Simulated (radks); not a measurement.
Values are calculated unless marked as measured or tabulated.
Task: Code: a radial shooting solver on a logarithmic mesh with Libxc functionals. Model: scalar-relativistic Kohn-Sham, LDA (Slater exchange, VWN5 correlation), spin-unpolarised, spherical densities, finite nucleus; Fermi nuclear charge, rms radius of each element as measured or else 0.836 A^(1/3) + 0.57 fm. Response by self-consistent Sternheimer equations with the Hartree and adiabatic LDA kernel, the relativistic mass of each level held fixed and spin-orbit coupling left out. Rank B3+, B2+, B+, B, B4+ (NIST ground configurations) by static dipole polarisability, largest first.

Result: B 25.04, B+ 10.77, B2+ 6.280, B3+ 0.02092, B4+ 0.007997 bohr^3.
